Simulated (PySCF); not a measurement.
(3S)-3-fluorobut-1-ene (C₄H₇F), SMILES C=C[C@H](C)F.

Coordinates come from a PBE-D3(BJ)/def2-SVP optimisation. Other conformers were not sampled.

Method: PBE-D3(BJ)/def2-SVP run with PySCF.

Frequencies are harmonic and unscaled.

| mode | ν (cm⁻¹) | IR (km/mol) | moving atoms (share of kinetic energy) |
|---|---|---|---|
| 1 | 116 | 0.2 | C 57 %, H 38 % |
| 2 | 237 | 0.4 | H 88 % |
| 3 | 268 | 1.2 | C 35 %, H 33 %, F 33 % |
| 4 | 332 | 1.1 | H 45 %, C 42 %, F 13 % |
| 5 | 419 | 3.2 | H 37 %, C 35 %, F 28 % |
| 6 | 573 | 4.4 | C 48 %, H 36 %, F 15 % |
| 7 | 662 | 10.2 | H 51 %, C 43 % |
| 8 | 801 | 2.1 | C 50 %, H 41 %, F 8 % |
| 9 | 905 | 29.7 | H 67 %, C 29 % |
| 10 | 907 | 15.9 | H 58 %, C 31 %, F 11 % |
| 11 | 977 | 19.9 | H 66 %, C 27 % |
| 12 | 987 | 14.6 | H 92 % |
| 13 | 1030 | 8.6 | H 56 %, C 41 % |
| 14 | 1090 | 17.9 | C 65 %, H 33 % |
| 15 | 1141 | 40.3 | C 46 %, H 43 %, F 10 % |
| 16 | 1248 | 1.9 | H 79 %, C 21 % |
| 17 | 1287 | 6.8 | H 68 %, C 32 % |
| 18 | 1315 | 13.1 | H 76 %, C 23 % |
| 19 | 1336 | 15.7 | H 73 %, C 27 % |
| 20 | 1366 | 10.6 | H 81 %, C 19 % |
| 21 | 1405 | 4.0 | H 95 % |
| 22 | 1420 | 2.0 | H 93 % |
| 23 | 1676 | 3.7 | C 90 %, H 10 % |
| 24 | 2921 | 36.3 | H 92 % |
| 25 | 2980 | 11.3 | H 97 % |
| 26 | 3077 | 2.9 | H 92 %, C 8 % |
| 27 | 3080 | 13.3 | H 93 % |
| 28 | 3083 | 12.5 | H 90 %, C 10 % |
| 29 | 3092 | 5.5 | H 92 % |
| 30 | 3188 | 2.7 | H 89 %, C 11 % |
